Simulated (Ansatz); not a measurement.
Job for Ansatz (a program for electronic structure): U-PBE0/def2-TZVPP on IrCl, 2S+1 = 3, a spin state set in the input, which need not be the lowest. Elements past Kr take the def2 small-core potentials; no spin–orbit coupling.

Ansatz 0.2 input:
```yaml
crystal:
  periodic: [false, false, false]
  atoms:
    - {symbol: Ir, position_ang: [0.00000000, 0.00000000, 0.00000000]}
    - {symbol: Cl, position_ang: [0.00000000, 0.00000000, 2.30800000]}
basis:
  gaussian:
    orbitals: def2-TZVPP
hamiltonian:
  xc: {name: PBE0}
magnetization: {spin_polarized: true, initial_magnetization: 2}
relax: {f_tol: 0.002, max_steps: 120}
```

It printed:

```
WARN ansatz: RAYON_NUM_THREADS=2 ignored (pool sized by the plan → 2); use --threads N
Functional definition: PBE0
integrals: 0.03 GiB planned
725 factors; their error is unknown
mean field: 0.36 GiB planned
mean field evaluation 1: about -15354.2478 eV, gradient 2.1e1 eV
mean field evaluation 2: about -15349.7243 eV, gradient 3.9e1 eV
mean field evaluation 4: about -15356.2919 eV, gradient 2.3e0 eV
mean field evaluation 8: about -15356.3727 eV, gradient 1.1e-1 eV
mean field evaluation 16: about -15356.3732 eV, gradient 1.4e-3 eV
mean field evaluation 32: about -15356.6770 eV, gradient 2.0e-5 eV
mean field evaluation 64: about -15356.6740 eV, gradient 5.6e-2 eV
mean field -15356.67698441 eV, -564.3474700476 hartree, gradient 2.4e-8 eV, S^2 2.007922; 8 other end points of the search recorded, 0 dependent functions left out
the calculation of the forces begins
reference -15356.67700744 eV, -564.3474708940 hartree; 18, 16 occupied and 80, 82 virtual orbitals, 725 factors
relax step   1: F+E_penalty+E_count = -15356.67698441 eV  Δ(F+E_penalty+E_count) = +0.000e0 eV  max|allowed force component| = 1.920e0 eV/Å  Δτ_max = 0.0000 Å  (466 SCF iters, accepted)
these checks for a lower state are left out or cut short: starts, cluster_reference, orbital_swaps, neighbouring_geometries, increment
integrals: 0.03 GiB planned
725 factors; their error is unknown
mean field: 0.36 GiB planned
mean field -15356.84281202 eV, -564.3535640999 hartree, gradient 7.1e-6 eV, S^2 2.006402; 0 other end points of the search recorded, 0 dependent functions left out
the calculation of the forces begins
reference -15356.84283423 eV, -564.3535649159 hartree; 18, 16 occupied and 80, 82 virtual orbitals, 725 factors
relax step   2: F+E_penalty+E_count = -15356.84281202 eV  Δ(F+E_penalty+E_count) = -1.658e-1 eV  max|allowed force component| = 8.510e-2 eV/Å  Δτ_max = 0.0743 Å  (75 SCF iters, accepted)
these checks for a lower state are left out or cut short: starts, cluster_reference, orbital_swaps, neighbouring_geometries, increment
integrals: 0.03 GiB planned
725 factors; their error is unknown
mean field: 0.36 GiB planned
mean field evaluation 96: about -15356.7977 eV, gradient 2.3e-3 eV
mean field -15356.84301152 eV, -564.3535714311 hartree, gradient 5.5e-6 eV, S^2 2.006383; 0 other end points of the search recorded, 0 dependent functions left out
the calculation of the forces begins
reference -15356.84303369 eV, -564.3535722460 hartree; 18, 16 occupied and 80, 82 virtual orbitals, 725 factors
relax step   3: F+E_penalty+E_count = -15356.84301152 eV  Δ(F+E_penalty+E_count) = -1.995e-4 eV  max|allowed force component| = 1.654e-2 eV/Å  Δτ_max = 0.0029 Å  (75 SCF iters, accepted)
these checks for a lower state are left out or cut short: starts, cluster_reference, orbital_swaps, neighbouring_geometries, increment
integrals: 0.03 GiB planned
725 factors; their error is unknown
mean field: 0.36 GiB planned
mean field -15356.84301418 eV, -564.3535715290 hartree, gradient 6.2e-6 eV, S^2 2.006389; 0 other end points of the search recorded, 0 dependent functions left out
the calculation of the forces begins
reference -15356.84303636 eV, -564.3535723442 hartree; 18, 16 occupied and 80, 82 virtual orbitals, 725 factors
relax step   4: F+E_penalty+E_count = -15356.84301418 eV  Δ(F+E_penalty+E_count) = -2.662e-6 eV  max|allowed force component| = 1.334e-2 eV/Å  Δτ_max = 0.0008 Å  (73 SCF iters, accepted)
these checks for a lower state are left out or cut short: starts, cluster_reference, orbital_swaps, neighbouring_geometries, increment
integrals: 0.03 GiB planned
725 factors; their error is unknown
mean field: 0.36 GiB planned
mean field evaluation 128: about -15356.8430 eV, gradient 2.0e-5 eV
mean field -15356.84301921 eV, -564.3535717139 hartree, gradient 8.9e-6 eV, S^2 2.006386; 0 other end points of the search recorded, 0 dependent functions left out
the calculation of the forces begins
reference -15356.84304139 eV, -564.3535725290 hartree; 18, 16 occupied and 80, 82 virtual orbitals, 725 factors
relax step   5: F+E_penalty+E_count = -15356.84301921 eV  Δ(F+E_penalty+E_count) = -5.032e-6 eV  max|allowed force component| = 1.257e-5 eV/Å  Δτ_max = 0.0004 Å  (75 SCF iters, accepted)
integrals: 0.03 GiB planned
725 factors; their error is unknown
mean field: 0.36 GiB planned
mean field evaluation 160: about -15356.6458 eV, gradient 7.7e-1 eV
mean field -15356.84301921 eV, -564.3535717139 hartree, gradient 8.9e-6 eV, S^2 2.006386; 8 other end points of the search recorded, 0 dependent functions left out
the calculation of the forces begins
reference -15356.84304139 eV, -564.3535725290 hartree; 18, 16 occupied and 80, 82 virtual orbitals, 725 factors
Total energy: -15356.84304139 eV, -564.3535725290 hartree
Atom 0 at     0.000000    -0.000000     0.076729 Å, force    -0.000000    -0.000000     0.000013 eV/Å
Atom 1 at    -0.000000     0.000000     2.231271 Å, force     0.000000     0.000000    -0.000013 eV/Å
Dipole moment:     0.000004    -0.000003    -0.622774 e Å
```

The calculation finished and met its thresholds.

Cost: about 60 core-seconds (a rough figure).
